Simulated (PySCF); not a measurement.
Molecule: 2-ethoxyacetamide (CCOCC(N)=O, C$_{4}$H$_{9}$NO$_{2}$).

Bonds (- single, = double, # triple, : aromatic): C1-C2, C2-O3, O3-C4, C4-C5, C5-N6, C5=O7. C1 carries H8, H9, H10; C2 carries H11, H12; C4 carries H13, H14; N6 carries H15, H16. H16 is cis to the C=O or C=S heteroatom; H15 is trans to the C=O or C=S heteroatom.

Frames of a GFN2-xTB Langevin trajectory at 300 K; GIAO PBE0/pcSseg-1 shieldings in PySCF 2.14, gas phase, non-relativistic; equivalent atoms averaged within each frame.

Scale: $^{13}$C (σref 186.93) and $^{1}$H (σref 31.72) vs TMS; $^{17}$O (σref 336.08) vs H2O; $^{15}$N (σref 267.73) against NH3 (reference shieldings calculated alike). The references are static minima.

How do the shifts (ppm) fluctuate along the trajectory?

Results:


```csv
time (fs),C5,C4,C2,C1,O7,O3,N6,H15,H11/H12,H13/H14
optimised geometry,169.4,74.9,70.7,18.0,391.5,42.4,112.8,6.28,3.64,3.91
250,171.8,74.7,74.7,14.2,389.5,25.6,109.7,5.98,4.19,3.82
425,174.2,74.5,74.9,16.5,404.2,58.4,121.8,6.95,3.79,3.68
625,167.3,71.7,78.3,17.4,404.5,55.6,115.3,5.86,4.34,4.12
800,173.7,67.2,62.6,12.6,415.5,42.0,113.8,6.70,3.36,3.42
1000,179.1,80.5,69.0,17.3,447.4,57.2,123.5,5.01,4.39,4.25
mean of frames,173.2,73.7,71.9,15.6,412.2,47.7,116.8,6.10,4.01,3.86
standard deviation,4.3,4.9,6.2,2.1,21.7,14.0,5.7,0.77,0.44,0.34
```

5 frames give an uncertainty of the mean of about the standard deviation over 2.2 at best, since frames this close in time may not be independent; classical motion lacks zero-point vibration, and the reference would need the same averaging.
